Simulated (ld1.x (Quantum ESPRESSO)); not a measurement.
## Ranking RRKJ potentials for Zr

All share these settings but for the change named:

ld1.x (Quantum ESPRESSO) 7.5 input, shortened:

```
&input
   title='Zr', zed=40., rel=1, dft='PBE', iswitch=3,
   config='[Kr] 4d2 5s0 5p0'
 /
 &inputp
   pseudotype=2, tm=.false., lloc=1,
   nlcc=.true., rcore=0.85
 /
3
4S  1  0   2.00   0.00  1.85  1.85  0.0
4D  3  2   2.00   0.00  2.90  2.90  0.0
4P  2  1   6.00   0.00  2.20  2.20  0.0
 &test
   configts(1)='4s2 4p6 4d2 5s0 5p0'
 /
```

Cutoff: the first of the cutoffs (Ry, on a coarse ladder) from which the occupation-weighted sum of valence levels, in a spherical-Bessel basis at the reference potential, stays within 10 and 1 mRy of its value at 400 Ry; the density cutoff is not measured.

The base gives 30 Ry.

Of 10 variants that were run, those that failed, showed a ghost or another fault, or gave nearly equal values are left out.

A variant can come out equal or close to the base.

Problem. Rank these variants from softest to hardest (loose cutoff).
A. type TM; local potential the s channel
B. wave 4s (bound): rc 1.85 bohr becomes 4s (bound): rc 1.68 bohr
C. all radii but the core radius scaled by about 1.34 (s 2.48, p 2.94, d 3.88 bohr)

Solution. C (21 Ry), A (30 Ry), B (35 Ry).
